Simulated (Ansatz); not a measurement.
`FCN[SiH2]Cl` and `CNCF` differ in one atom or group.

Ansatz, PBE0-D4/def2-TZVP geometries, multiplicity 1. Each molecule was computed in one conformer, which needn't be the lowest.

| property | `FCN[SiH2]Cl` |
| --- | --- |
| HOMO–LUMO gap (B3LYP/def2-TZVPP) / eV | 8.03 |
| LUMO energy (B3LYP/def2-TZVPP) / eV | 0.06 |
| size of the dipole moment (ωB97M-V/def2-TZVPP) / D | 1.12 |
| size of the dipole moment (PBE/def2-TZVPP) / D | 1.13 |
| HOMO–LUMO gap (ωB97M-V/def2-TZVPP) / eV | 12.47 |
| HOMO energy (B3LYP/def2-TZVPP) / eV | -7.97 |

What does the change do to each property? (Best estimate.)

Computed: 
| property | `CNCF` | shift |
| --- | --- | --- |
| HOMO–LUMO gap (B3LYP/def2-TZVPP) / eV | 7.93 | -0.10 |
| LUMO energy (B3LYP/def2-TZVPP) / eV | 0.90 | 0.84 |
| size of the dipole moment (ωB97M-V/def2-TZVPP) / D | 1.41 | 0.29 |
| size of the dipole moment (PBE/def2-TZVPP) / D | 1.40 | 0.27 |
| HOMO–LUMO gap (ωB97M-V/def2-TZVPP) / eV | 12.31 | -0.16 |
| HOMO energy (B3LYP/def2-TZVPP) / eV | -7.03 | 0.94 |

Dipoles are sizes alone; their direction can turn.

B3LYP here is the variant with VWN-RPA as its local correlation; programs differ in this.
